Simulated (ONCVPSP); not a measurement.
**Potentials for gold compared**

Generated with ld1.x 7.5 (TM, RRKJ, ultrasoft, PAW), atompaw 4.2 or ONCVPSP 4.0.1. The cutoff is in Ry: for ld1.x and atompaw files where the sum of valence levels is converged to 10 mRy in a Bessel basis, for ONCV files where the hardest occupied wave has 1 mHa per electron of residual kinetic energy. The error is the largest all-electron minus pseudo excitation energy over each file’s own four to seven test configurations (ionisations up to +4, promotions, holes and added fractions of an electron), all of which were solved. The labels leave out finer settings (local radius, basis sizes, second energies), which also bear on the numbers. Spin-polarised tests are not counted. The rows are a selection from randomly drawn settings: files with unsolved tests, undetermined cutoffs or missed reference levels are left out.

```csv
potential,cutoff (Ry),largest error (meV),bound ghosts
"ONCV, PBE, scalar-relativistic, rc 1.70/1.60/2.20 (spd), local smoothed, core correction yes, reference 5s2 5p6 5d10 6s1, qcut 6.7/8.3/6.6, projectors 2/1/2",41,+57,none
"ONCV, LDA (Perdew-Wang 92), scalar-relativistic, rc 1.50/1.40/2.15 (spd), local smoothed, core correction yes, reference 5s2 5p6 5d10 6s1, qcut 6.4/11.2/6.9, projectors 2/1/3",80,-7.9,none
"ONCV, PBE, scalar-relativistic, rc 1.45/1.25/2.15 (spd), local smoothed, core correction no, reference 5s2 5p6 5d8, qcut 10.5/6.6/6.7, projectors 3/3/2",222,+35,none
"ONCV, LDA (Perdew-Zunger), scalar-relativistic, rc 1.45/1.80/2.00 (spd), local smoothed, core correction no, reference 5s2 5p6 5d9.5, qcut 7.8/7/7.6, projectors 2/2/2",50,+4.5,none
```

(1) Fill in the row for Au: ONCV, LDA (Perdew-Zunger), scalar-relativistic, rc 1.50/1.00/2.15 (spd), local smoothed, core correction no, reference 5s2 5p6 5d9.5, qcut 9.1/9.6/8.7, projectors 2/1/2.

(2) Fill in the row for Au: ONCV, PBE, scalar-relativistic, rc 1.25/1.25/1.35 (spd), local smoothed, core correction yes, reference 5s2 5p6 5d9, qcut 7.6/5.3/8.3, projectors 2/1/2.

Answers

(1) cutoff 86 Ry, largest error -5.8 meV, bound ghosts: none.

(2) cutoff 231 Ry, largest error +7.8 meV, bound ghosts: none.
